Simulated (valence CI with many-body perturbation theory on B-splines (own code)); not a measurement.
E1 transitions of Bi⁷⁰⁺

Level of theory: valence CI with perturbative core correlation (CI+MBPT): three valence electrons over a frozen Dirac-Fock core [Ne], radial functions for each j: 11 s, 11 p, 9 d, 7 f, 5 g, 2 h, 1 i, with the one-electron correlation potential Σ1 (screened to all orders), the two-electron term Σ2, the three-electron term Σ3, Breit, model QED; selected single and double excitations, second order for the rest (own B-spline code, finite nucleus).

The last digits are not significant, and no measured levels were compared; by estimate large intervals hold to a few tenths of a per cent, small ones and those within an open d or f shell to about a per cent.

Lines 151 to 200 of 248 in falling wavelength, among levels below 160.56 Ry, chosen from the strongest by gf and those to the six lowest levels. Wavelengths and rates use the calculated energies. Electric multipoles are in the length gauge, E1 and E2 with the static RPA response of the core. Weak lines are less certain than strong ones. Lines between different terms over intervals too small for the method are left out, as are lines whose strength nearly cancels. The highest levels of a list are the least certain.

Levels are named by their leading jj configuration (3d3/2^4 stands for four electrons in 3d with j = 3/2), which in mixed levels can hold well under half, so a name can repeat and another be missing. Letters in brackets count levels of one name in rising energy.

| λ vac (nm) | Upper | Lower | A (s⁻¹) | S (a.u.) with core polarisation | S without |
| --- | --- | --- | --- | --- | --- |
| 1.421 | (3p1/2 3p3/2^2) J=3/2 | (3s 3p1/2 3p3/2) J=3/2 [a] | 3.27e+12 | 1.85e-02 | 1.87e-02 |
| 1.417 | (3s 3d3/2^2) J=5/2 | (3s 3p1/2 3d3/2) J=3/2 [b] | 8.69e+12 | 7.33e-02 | 7.43e-02 |
| 1.415 | (3s 3p3/2 3d3/2) J=3/2 [a] | (3s 3p1/2 3p3/2) J=5/2 | 5.19e+11 | 2.90e-03 | 2.94e-03 |
| 1.412 | (3s 3d3/2 3d5/2) J=5/2 [a] | (3s 3p1/2 3d5/2) J=7/2 | 8.65e+11 | 7.22e-03 | 7.31e-03 |
| 1.410 | (3s 3d3/2 3d5/2) J=7/2 [a] | (3s 3p1/2 3d5/2) J=7/2 | 4.38e+12 | 4.85e-02 | 4.92e-02 |
| 1.407 | (3p1/2 3p3/2 3d3/2) J=3/2 [b] | (3p1/2^2 3p3/2) J=3/2 | 2.09e+12 | 1.15e-02 | 1.16e-02 |
| 1.405 | (3p1/2 3p3/2 3d3/2) J=5/2 [b] | (3p1/2^2 3p3/2) J=3/2 | 2.58e+12 | 2.12e-02 | 2.14e-02 |
| 1.404 | (3s 3p3/2 3d3/2) J=3/2 [b] | (3s 3p1/2 3p3/2) J=1/2 | 3.61e+12 | 1.97e-02 | 2.00e-02 |
| 1.403 | (3s 3p3/2 3d3/2) J=5/2 [a] | (3s 3p1/2 3p3/2) J=5/2 | 5.68e+12 | 4.65e-02 | 4.71e-02 |
| 1.402 | (3s 3p3/2 3d3/2) J=7/2 | (3s 3p1/2 3p3/2) J=5/2 | 4.30e+12 | 4.67e-02 | 4.73e-02 |
| 1.400 | (3p1/2 3p3/2 3d5/2) J=3/2 [b] | (3s 3p1/2 3d5/2) J=5/2 [a] | 1.06e+12 | 5.74e-03 | 5.81e-03 |
| 1.398 | (3p1/2 3p3/2 3d3/2) J=1/2 [b] | (3p1/2^2 3p3/2) J=3/2 | 2.94e+12 | 7.94e-03 | 8.04e-03 |
| 1.394 | (3s 3d3/2 3d5/2) J=5/2 [b] | (3s 3p1/2 3d5/2) J=3/2 | 2.74e+12 | 2.20e-02 | 2.23e-02 |
| 1.390 | (3p1/2 3p3/2^2) J=1/2 | (3s 3p1/2 3p3/2) J=3/2 [a] | 1.73e+12 | 4.58e-03 | 4.64e-03 |
| 1.389 | (3s 3p1/2 3d3/2) J=1/2 | (3s 3p1/2^2) J=1/2 | 6.05e+12 | 1.60e-02 | 1.62e-02 |
| 1.387 | (3s 3d3/2 3d5/2) J=5/2 [b] | (3s 3p1/2 3d5/2) J=5/2 [b] | 4.21e+12 | 3.32e-02 | 3.37e-02 |
| 1.387 | (3s 3d3/2 3d5/2) J=7/2 [b] | (3s 3p1/2 3d5/2) J=5/2 [b] | 4.83e+12 | 5.08e-02 | 5.15e-02 |
| 1.384 | (3s 3d3/2 3d5/2) J=5/2 [a] | (3s 3p1/2 3d5/2) J=5/2 [a] | 3.49e+12 | 2.74e-02 | 2.78e-02 |
| 1.383 | (3s 3p3/2 3d3/2) J=3/2 [b] | (3s 3p1/2 3p3/2) J=3/2 [b] | 5.61e+12 | 2.93e-02 | 2.97e-02 |
| 1.383 | (3s 3d3/2 3d5/2) J=3/2 [b] | (3s 3p1/2 3d5/2) J=3/2 | 5.12e+12 | 2.67e-02 | 2.71e-02 |
| 1.383 | (3p1/2 3p3/2 3d3/2) J=3/2 [b] | (3s 3p1/2 3d3/2) J=3/2 [a] | 5.65e+12 | 2.95e-02 | 2.99e-02 |
| 1.383 | (3s 3d3/2^2) J=1/2 | (3s 3p1/2 3d3/2) J=3/2 [b] | 7.61e+12 | 1.99e-02 | 2.01e-02 |
| 1.383 | (3s 3d3/2 3d5/2) J=7/2 [a] | (3s 3p1/2 3d5/2) J=5/2 [a] | 1.63e+12 | 1.70e-02 | 1.72e-02 |
| 1.382 | (3s 3d3/2 3d5/2) J=9/2 | (3s 3p1/2 3d5/2) J=7/2 | 6.55e+12 | 8.53e-02 | 8.64e-02 |
| 1.381 | (3s 3p3/2 3d3/2) J=3/2 [a] | (3s 3p1/2 3p3/2) J=3/2 [a] | 5.72e+12 | 2.97e-02 | 3.01e-02 |
| 1.377 | (3s 3p3/2 3d3/2) J=1/2 [a] | (3s 3p1/2 3p3/2) J=3/2 [a] | 2.78e+12 | 7.16e-03 | 7.26e-03 |
| 1.376 | (3s 3d3/2 3d5/2) J=3/2 [b] | (3s 3p1/2 3d5/2) J=5/2 [b] | 2.36e+12 | 1.22e-02 | 1.23e-02 |
| 1.374 | (3p1/2 3p3/2 3d3/2) J=1/2 [b] | (3s 3p1/2 3d3/2) J=3/2 [a] | 1.70e+12 | 4.35e-03 | 4.41e-03 |
| 1.373 | (3s 3p1/2 3d3/2) J=3/2 [b] | (3s 3p1/2^2) J=1/2 | 9.78e+12 | 4.99e-02 | 5.06e-02 |
| 1.373 | (3s 3d3/2 3d5/2) J=3/2 [a] | (3s 3p1/2 3d5/2) J=5/2 [a] | 4.21e+12 | 2.15e-02 | 2.18e-02 |
| 1.371 | (3s 3p3/2 3d3/2) J=1/2 [b] | (3s 3p1/2 3p3/2) J=1/2 | 6.49e+12 | 1.65e-02 | 1.67e-02 |
| 1.370 | (3s^2 3d3/2) J=3/2 | (3s^2 3p1/2) J=1/2 | 1.03e+13 | 5.23e-02 | 5.30e-02 |
| 1.369 | (3s 3p3/2 3d3/2) J=5/2 [a] | (3s 3p1/2 3p3/2) J=3/2 [a] | 1.61e+12 | 1.22e-02 | 1.24e-02 |
| 1.369 | (3s 3d3/2 3d5/2) J=5/2 [b] | (3s 3p1/2 3d5/2) J=7/2 | 4.67e+11 | 3.55e-03 | 3.60e-03 |
| 1.369 | (3s 3d3/2 3d5/2) J=7/2 [b] | (3s 3p1/2 3d5/2) J=7/2 | 3.04e+11 | 3.08e-03 | 3.12e-03 |
| 1.367 | (3s 3d3/2^2) J=1/2 | (3s 3p1/2 3d3/2) J=1/2 | 6.05e+12 | 1.52e-02 | 1.54e-02 |
| 1.367 | (3s 3d3/2 3d5/2) J=1/2 | (3s 3p1/2 3d5/2) J=3/2 | 8.60e+12 | 2.17e-02 | 2.20e-02 |
| 1.363 | (3s 3p3/2 3d3/2) J=5/2 [b] | (3s 3p1/2 3p3/2) J=3/2 [b] | 1.60e+12 | 1.20e-02 | 1.22e-02 |
| 1.362 | (3s 3d3/2^2) J=3/2 | (3p1/2^2 3p3/2) J=3/2 | 4.81e+12 | 2.40e-02 | 2.43e-02 |
| 1.353 | (3s 3d3/2^2) J=5/2 | (3s 3p1/2 3d3/2) J=5/2 | 4.73e+12 | 3.47e-02 | 3.51e-02 |
| 1.352 | (3s 3p3/2 3d3/2) J=1/2 [b] | (3s 3p1/2 3p3/2) J=3/2 [b] | 6.23e+10 | 1.52e-04 | 1.54e-04 |
| 1.349 | (3s 3p3/2 3d3/2) J=3/2 [b] | (3s 3p1/2 3p3/2) J=5/2 | 6.95e+08 | 3.37e-06 | 3.43e-06 |
| 1.343 | (3s 3d3/2 3d5/2) J=5/2 [b] | (3s 3p1/2 3d5/2) J=5/2 [a] | 5.04e+11 | 3.62e-03 | 3.67e-03 |
| 1.339 | (3s 3d3/2^2) J=3/2 | (3s 3p1/2 3d3/2) J=3/2 [a] | 8.96e+11 | 4.25e-03 | 4.31e-03 |
| 1.331 | (3s 3p3/2 3d3/2) J=5/2 [b] | (3s 3p1/2 3p3/2) J=5/2 | 8.81e+11 | 6.14e-03 | 6.23e-03 |
| 1.319 | (3s 3p3/2 3d3/2) J=3/2 [b] | (3s 3p1/2 3p3/2) J=3/2 [a] | 1.47e+11 | 6.64e-04 | 6.73e-04 |
| 1.301 | (3s 3p3/2 3d3/2) J=5/2 [b] | (3s 3p1/2 3p3/2) J=3/2 [a] | 3.59e+10 | 2.34e-04 | 2.37e-04 |
| 1.290 | (3s 3p3/2 3d3/2) J=1/2 [b] | (3s 3p1/2 3p3/2) J=3/2 [a] | 8.74e+09 | 1.85e-05 | 1.88e-05 |
| 1.246 | (3s 3p3/2 3d5/2) J=5/2 [a] | (3s 3p1/2 3p3/2) J=3/2 [b] | 7.32e+10 | 4.19e-04 | 4.25e-04 |
| 1.229 | (3s 3p3/2 3d5/2) J=3/2 [a] | (3s 3p1/2 3p3/2) J=3/2 [b] | 1.49e+11 | 5.44e-04 | 5.52e-04 |
